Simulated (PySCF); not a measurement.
CH₇NSi₃, SMILES C1[SiH2][Si@H](N=1)[SiH3]. Heavy atoms are numbered as in [SiH3:1][Si@H:2]1[N:3]=[CH:4][SiH2:5]1. Hydrogens are named by the atom that carries them.

Coordinates come from a B3LYP-D3(BJ)/def2-SVP optimisation. The structure was generated by enumeration; whether it is a known compound was not checked.

Calculation: PBE/pcSseg-1 in PySCF.

GIAO shieldings, no solvent; atoms alike by connectivity are averaged. δ = σ(ref) − σ: ²⁹Si against TMS (σ = 335.4 ppm); ¹⁵N against NH3 (σ = 267.0 ppm); ¹³C against TMS (σ = 182.0 ppm); ¹H against TMS (σ = 31.49 ppm), references at their B3LYP-D3(BJ)/def2-TZVP geometries, non-relativistic.

```csv
nucleus,atoms,count,δ (ppm)
²⁹Si,Si2 (SiH),1,-7.7
²⁹Si,Si5 (SiH2),1,-28.3
²⁹Si,Si1 (SiH3),1,-105.5
¹⁵N,N3,1,569.6
¹³C,C4 (CH),1,218.1
¹H,H on C4,1,10.41
¹H,H on Si2,1,6.32
¹H,H on Si5,2,6.12
¹H,H on Si1,3,4.09
```
